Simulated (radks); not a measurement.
Question: The table gives one normalised radial function P(r) = r R(r) of W2+ in [Xe] 4f14 5d4 (r in bohr). All-electron calculation, scalar-relativistic Kohn-Sham, BLYP, spin-unpolarised, spherical densities, point nucleus. Program: a radial shooting solver on a logarithmic mesh with Libxc functionals.

r             P
0.001218  0.0000
0.001876  0.0000
0.002913  0.0000
0.004486  0.0000
0.006966  0.0000
0.01073   0.0001
0.01666   0.0005
0.02566   0.0025
0.03985   0.0113
0.06138   0.0440
0.0953    0.1509
0.1468    0.4104
0.2279    0.8569
0.3539    1.2534
0.5451    1.2256
0.8464    0.8011
1.304     0.3524
2.024     0.0938
3.118     0.0132
4.842     0.0006

Which n and l does it have? It may be an empty orbital.

Answer: n = 4, l = 3: the number of nodes gives n - l - 1 = 0, the rise at small r (about r^(l+1), flatter next to the nucleus through relativity) gives l, and the extent must fit the shell. The curve is that of 4f. 4f: eigenvalue -49.168 eV, 0 radial nodes, <r> = 0.608 bohr, 90 % of the charge inside 1.01 bohr.
